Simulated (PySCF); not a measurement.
# A small calculation by hand: oscillator strength and radiative lifetime

HOP, SMILES O=P.

The structure is a stationary point at TPSSh-D3(BJ)/def2-TZVPD.

TDDFT-PBE/def2-TZVPD run with PySCF puts the first singlet state with f over 0.02 at 6.32 eV (vertical), with the transition dipole (0.786, 0.063, 0.000) in atomic units.

Question: Find the oscillator strength, the wavelength and the radiative lifetime that this transition would have in vacuum if emission retraced absorption.

Answer: 
|μ|² = 0.6218 au, so |μ| = 2.00 D. ΔE = 6.32/27.211 = 0.2323 hartree. f = (2/3) ΔE |μ|² = 0.096 (the program prints 0.096).
λ = 1239.84/6.32 = 196 nm; ν = 50974 cm⁻¹.
Einstein's coefficient A = 0.6670 ν² f s⁻¹ (ν in cm⁻¹) = 1.7e8 s⁻¹, so τ = 1/A = 6.0 ns. This state is S5; the lower singlets have f = 0.003, 0.007, 0.010, 0.000. The figure is the radiative limit of this one transition; relaxation, internal conversion, crossing to triplets and a medium change what is measured.
